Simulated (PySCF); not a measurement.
**Tc³³⁺: ionisation energy**

Tc³³⁺ [Ne] (1S) → Tc³⁴⁺ [He] 2s2 2p5 (2P), as a difference of total energies. All numbers are calculated (PySCF 2.14, the spin-free X2C one-electron Hamiltonian (Gaussian nucleus), in an uncontracted even-tempered set (19 s from 12 bohr⁻², ratio 2.2; 12 p from 15 bohr⁻², ratio 2.2; 6 d from 68 bohr⁻², ratio 2.4; 5 f from 100 bohr⁻², ratio 2.4; 4 g from 150 bohr⁻², ratio 2.4)). Correlated levels: nothing frozen; virtual orbitals above 40 to 60 times the deepest correlated orbital energy dropped. The calculations carry no spin-orbit coupling.

```tsv
method	ionisation energy (eV)
UHF	4542.1
LDA	4540.2
PBE	4540.3
PBE0	4541.2
r2SCAN	4543.4
B97-3	4541.4
r2SCAN0	4543.5
MP2 (all electrons)	4543.8
SCS-MP2 (all electrons)	4543.6
```

A first-order spin-orbit estimate (lowest level to lowest level, LS coupling) adds -39.763 eV.

For this ion Breit and QED terms and the two-electron picture change, all absent here, outweigh the differences among the correlated methods.

For comparison: 4505 ± 2.5 eV (semi-empirical (NIST evaluation); NIST Atomic Spectra Database, ionization energies).
